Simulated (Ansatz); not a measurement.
C₅H₉B, SMILES `C=CCC1BC1` at its PBE0-D4/def2-TZVP geometry, where that method's forces vanish. The species carries charge 0 and has multiplicity 1.

```tsv
atom	x (Å)	y (Å)	z (Å)
C1	1.309	-1.175	-1.520
C2	0.702	-0.060	-1.137
C3	-0.757	0.053	-0.828
C4	-1.045	0.240	0.653
B5	-0.135	-0.334	1.737
C6	-0.202	1.177	1.539
H7	0.758	-2.101	-1.653
H8	2.374	-1.203	-1.719
H9	1.296	0.845	-1.022
H10	-1.178	0.897	-1.390
H11	-1.266	-0.852	-1.173
H12	-2.110	0.286	0.877
H13	0.346	-1.266	2.288
H14	0.657	1.688	1.111
H15	-0.748	1.805	2.237
```

(1) For each bond, give half the difference of the two atoms' forces along it (eV/Å; positive pushes the atoms apart) under PBE-D4, r2SCAN-D4, B3LYP-D4, ωB97M-V in def2-TZVPP. (Estimate.)

Results:

(1) Ansatz gave: 
| bond | length (Å) | PBE-D4 | r2SCAN-D4 | B3LYP-D4 | ωB97M-V |
| --- | --- | --- | --- | --- | --- |
| C1–C2 | 1.326 | 0.36 | 0.18 | 0.07 | -0.03 |
| C1–H7 | 1.086 | 0.03 | -0.06 | -0.07 | -0.05 |
| C1–H8 | 1.084 | 0.01 | -0.07 | -0.08 | -0.05 |
| C2–C3 | 1.496 | -0.12 | 0.01 | 0.14 | 0.22 |
| C2–H9 | 1.088 | 0.05 | -0.06 | -0.12 | -0.11 |
| C3–C4 | 1.520 | 0.00 | 0.10 | 0.12 | 0.09 |
| C3–H10 | 1.098 | 0.12 | -0.03 | -0.09 | -0.14 |
| C3–H11 | 1.094 | 0.11 | -0.04 | -0.09 | -0.11 |
| C4–B5 | 1.528 | 0.07 | 0.02 | 0.07 | 0.12 |
| C4–H12 | 1.089 | 0.09 | -0.07 | -0.13 | -0.14 |
| B5–C6 | 1.526 | 0.07 | 0.07 | 0.15 | 0.19 |
| B5–H13 | 1.184 | 0.01 | -0.04 | -0.15 | -0.20 |
| C6–H14 | 1.087 | 0.10 | -0.05 | -0.10 | -0.11 |
| C6–H15 | 1.086 | 0.09 | -0.05 | -0.10 | -0.10 |

B3LYP here is the variant with VWN-RPA as its local correlation; programs differ in this.
